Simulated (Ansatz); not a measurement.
Born–Oppenheimer molecular dynamics of F$_{3}$H$_{5}$OSi$_{2}$ (11 atoms, charge 0, multiplicity 1). It starts at the highest image of a converged band. Of that band: Neighbouring images differ by up to 1.8 eV, so the band resolves the path poorly. A vibrational analysis at the climbing image gives one clearly imaginary mode, 1329i cm⁻¹: a first-order saddle point.

Level of theory: RKS B3LYP-D4/def2-SVP in Ansatz 0.2.0.

```
ensemble                      : NVE (velocity Verlet)
time step                     : 0.5 fs
steps asked                   : 200
starting velocities drawn for : 100 K
seed                          : 10921
```

First frame:

```xyz
11
Properties=species:S:1:pos:R:3
Si -0.179 0.130 -0.073
H -0.179 0.696 1.512
F 1.155 -0.722 0.234
F 0.009 1.637 -0.613
F -0.602 -0.587 -1.485
O -1.746 -0.347 0.656
Si -3.144 -1.203 0.104
H -2.729 -2.575 -0.270
H -4.064 -1.212 1.268
H -3.720 -0.460 -1.040
H -1.195 0.210 1.496
```

Task: How far do the bonds stretch over the last three quarters of this one trajectory? (Pairs bonded in most of those frames.)

Result: 
```json
{"bond": "Si1–F3", "mean (Å)": "1.603", "spread (Å)": "0.022", "shortest": "1.57", "longest": "1.63"}
{"bond": "Si1–F4", "mean (Å)": "1.605", "spread (Å)": "0.024", "shortest": "1.57", "longest": "1.64"}
{"bond": "Si1–F5", "mean (Å)": "1.611", "spread (Å)": "0.025", "shortest": "1.56", "longest": "1.66"}
{"bond": "Si1–O6", "mean (Å)": "1.618", "spread (Å)": "0.050", "shortest": "1.54", "longest": "1.72"}
{"bond": "H2–H11", "mean (Å)": "0.766", "spread (Å)": "0.035", "shortest": "0.71", "longest": "0.81"}
{"bond": "O6–Si7", "mean (Å)": "1.672", "spread (Å)": "0.037", "shortest": "1.60", "longest": "1.73"}
{"bond": "Si7–H8", "mean (Å)": "1.490", "spread (Å)": "0.012", "shortest": "1.47", "longest": "1.51"}
{"bond": "Si7–H9", "mean (Å)": "1.485", "spread (Å)": "0.009", "shortest": "1.47", "longest": "1.50"}
{"bond": "Si7–H10", "mean (Å)": "1.490", "spread (Å)": "0.011", "shortest": "1.47", "longest": "1.51"}
```

Mean temperature of the second half: 1403 K. The conserved energy stayed within 0.14 meV per atom of its start (net change 0.058 meV per atom), so the integration is sound. The kinetic energy rose, since the run started high on the potential surface and went downhill. It ends in pieces (F3H3OSi2 + H2), so much of that is their flight and rotation, not heat. A run of 0.1 ps of so small a system gives no equilibrium averages. The orbitals stay closed-shell, which can raise the energy where a bond breaks towards radicals; this wasn't checked here.

Run time: 5.3 min on 4 threads of Arm Neoverse V1 (shared host), peak memory 0.28 GiB.
